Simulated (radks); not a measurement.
All-electron atom: Cd VIII in [Kr] 4d4 5s1 (not the ground configuration).

Method: scalar-relativistic Kohn-Sham, PBE, spin-polarised, spherical densities, finite nucleus; open shells are filled with parallel spins first (spin-orbit coupling, left out, can overturn this in heavy ions); Fermi nuclear charge, rms radius 4.6087 fm; computed with a radial shooting solver on a logarithmic mesh with Libxc functionals.

Energy parts (eV):
total: -151816.322
kinetic: 157999.500
electron-nucleus: -361836.317
Hartree: 56098.224
exchange-correlation: -4077.729

Orbitals (lengths in bohr, moments of r in powers of bohr):
orbital  occ.  eigenvalue (eV)     <r^2>
1s up       1        -26655.29  0.001250
1s down     1        -26655.21  0.001250
2s up       1        -4070.899   0.02043
2s down     1        -4069.654   0.02043
2p up       3        -3666.369   0.01611
2p down     3        -3665.407   0.01610
3s up       1        -863.8886    0.1465
3s down     1        -863.2231    0.1464
3p up       3        -731.2739    0.1476
3p down     3        -730.5159    0.1474
3d up       5        -524.2366    0.1325
3d down     5        -523.0940    0.1323
4s up       1        -229.1490    0.8108
4s down     1        -224.2358    0.8073
4p up       3        -188.2068    0.9279
4p down     3        -183.1712    0.9254
4d up       4        -126.8314     1.221
4d down     0        -121.7481     1.227
5s up       1         -88.7367     3.612
5s down     0         -85.0236     3.650

The highest occupied level is 5s up at -88.737 eV. The configuration is held as typed, so some empty levels lie below it. The density falls to 0.001 e/bohr^3 at r = 2.92 bohr. The electron density at the nucleus is 1.638e+05 e/bohr^3 (large components only). Spin moment in Bohr magnetons: 5.
